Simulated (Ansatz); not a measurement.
Reaction (redistribution): `C[Si](C)(O)[SiH3]` + `[OH][Ga]([SH])[SH]` → `C[SiH](O)[SiH3]` + `C[O][Ga]([SH])[SH]`

Calculated with Ansatz (gas phase, PBE0-D4/def2-TZVP geometries, no zero-point term in ΔE). CCSD(T)/CBS adds triple-zeta CCSD(T) − MP2 to the extrapolated MP2 energy (def2 sets, frozen cores). DFT in def2-TZVPP. B3LYP here is the variant with VWN-RPA as its local correlation; programs differ in this. For Ga outer-core shells are correlated without core-valence functions, which leaves a few kJ/mol of doubt a bond. Scalar relativity is left out up to krypton. One conformer a species, not always the lowest.

`C[Si](C)(O)[SiH3]`:

```xyz
15

C    -0.317   -1.716   -0.802
Si    0.031    0.066   -0.391
C     1.816    0.295    0.120
O    -0.301    0.908   -1.783
Si   -1.367    0.820    1.349
H     0.328   -2.047   -1.621
H    -0.131   -2.361    0.060
H    -1.355   -1.851   -1.112
H     2.487   -0.036   -0.678
H     2.040   -0.288    1.017
H     2.043    1.342    0.341
H    -0.231    1.863   -1.751
H    -1.033    0.155    2.642
H    -1.206    2.291    1.551
H    -2.804    0.559    1.057
```

`[OH][Ga]([SH])[SH]`:

```xyz
7

O     0.068   -0.487   -1.430
Ga   -0.071    0.200    0.209
S    -0.988    2.177    0.343
S     0.625   -0.846    2.010
H     0.470   -1.357   -1.469
H    -1.167    2.229   -0.989
H     1.062   -1.916    1.326
```

`C[SiH](O)[SiH3]`:

```xyz
12

C    -0.687   -0.067   -1.576
Si   -0.499   -0.330    0.264
O    -1.516    0.641    1.140
Si    1.664    0.196    0.991
H    -0.479    0.970   -1.849
H    -1.700   -0.311   -1.908
H     0.007   -0.710   -2.124
H    -0.791   -1.768    0.554
H    -2.456    0.462    1.088
H     1.990    1.619    0.699
H     2.648   -0.661    0.271
H     1.820   -0.039    2.451
```

`C[O][Ga]([SH])[SH]`:

Z-matrix (Å, degrees):
```
C
O 1 1.406
H 1 1.095 2 109.9
H 1 1.095 2 109.6 3 -118.9
H 1 1.098 2 113.4 3 120.7
Ga 2 1.775 1 123.2 3 -117.8
S 6 2.186 2 116.6 1 179.8
S 6 2.195 2 118.8 1 -0.3
H 7 1.345 6 91.7 2 -0.0
H 8 1.344 6 92.8 2 -179.6
```

```
             level  ΔE (kcal/mol)  difference from CCSD(T)/CBS
            PBE-D4           25.1                         -0.5
         r2SCAN-D4           25.8                          0.2
           PBE0-D4           25.4                         -0.2
          B3LYP-D4           23.8                         -1.8
           ωB97X-V           24.0                         -1.6
           ωB97M-V           25.6                          0.0
            B2PLYP           24.1                         -1.5
               PBE           24.7                         -0.9
            r2SCAN           25.6                          0.0
              PBE0           25.0                         -0.6
             B3LYP           23.1                         -2.5
     HF/def2-TZVPP           21.1                         -4.5
    MP2/def2-TZVPP           26.4                          0.8
SCS-MP2/def2-TZVPP           24.3                         -1.3
   CCSD/def2-TZVPP           24.3                         -1.3
CCSD(T)/def2-TZVPP           24.7                         -0.9
     HF/def2-QZVPP           21.0                         -4.6
    MP2/def2-QZVPP           26.9                          1.3
SCS-MP2/def2-QZVPP           24.9                         -0.7
      HF/CBS(def2)           21.0                         -4.6
     MP2/CBS(def2)           27.3                          1.7
    CCSD/CBS(def2)           25.2                         -0.4
       CCSD(T)/CBS           25.6                            0
```

Largest T1 diagnostic among the species: 0.013.

In def2-TZVPP, CCSD(T) changes the Hartree–Fock value by +3.6 kcal/mol (the triples alone add +0.3 kcal/mol) and MP2 by +5.3 kcal/mol.
